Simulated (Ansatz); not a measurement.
`C[Si]N(C)C` and `C[N](C)[Au]` differ in one atom or group.

Ansatz, PBE0-D4/def2-TZVP geometries, multiplicity 1. Each molecule was computed in one conformer, which needn't be the lowest.

Elements past krypton have def2 core potentials.

```json
{"property": "size of the dipole moment (PBE/def2-TZVPP) / D", "`C[Si]N(C)C`": "2.19"}
{"property": "LUMO energy (PBE/def2-TZVPP) / eV", "`C[Si]N(C)C`": "-1.91"}
{"property": "LUMO energy (PBE0/def2-TZVPP) / eV", "`C[Si]N(C)C`": "-1.12"}
{"property": "HOMO energy (ωB97M-V/def2-TZVPP) / eV", "`C[Si]N(C)C`": "-8.00"}
{"property": "ideal-gas entropy at 298 K and 1 bar (rigid rotor, harmonic PBE0-D4/def2-TZVP) / J/(mol·K)", "`C[Si]N(C)C`": "345"}
{"property": "HOMO energy (B3LYP/def2-TZVPP) / eV", "`C[Si]N(C)C`": "-5.71"}
```

Problem. What does the change do to each property? (Best estimate.)

Solution. The calculation gave: 
```
                                                                                  property  `C[N](C)[Au]`  shift
                                            size of the dipole moment (PBE/def2-TZVPP) / D           0.90  -1.29
                                                         LUMO energy (PBE/def2-TZVPP) / eV          -3.42  -1.51
                                                        LUMO energy (PBE0/def2-TZVPP) / eV          -2.55  -1.43
                                                     HOMO energy (ωB97M-V/def2-TZVPP) / eV          -8.02  -0.02
ideal-gas entropy at 298 K and 1 bar (rigid rotor, harmonic PBE0-D4/def2-TZVP) / J/(mol·K)            325    -20
                                                       HOMO energy (B3LYP/def2-TZVPP) / eV          -5.88  -0.17
```

With PBE0 the HOMO falls by 0.11 eV and the LUMO falls by 1.43 eV, so the gap narrows by about 1.32 eV. PBE moves the HOMO by -0.13 eV and ωB97M-V by -0.02 eV. The zero-point energy changes by -99.6 kJ/mol with -12 modes. Dipoles are sizes alone; their direction can turn.

B3LYP here is the variant with VWN-RPA as its local correlation; programs differ in this.
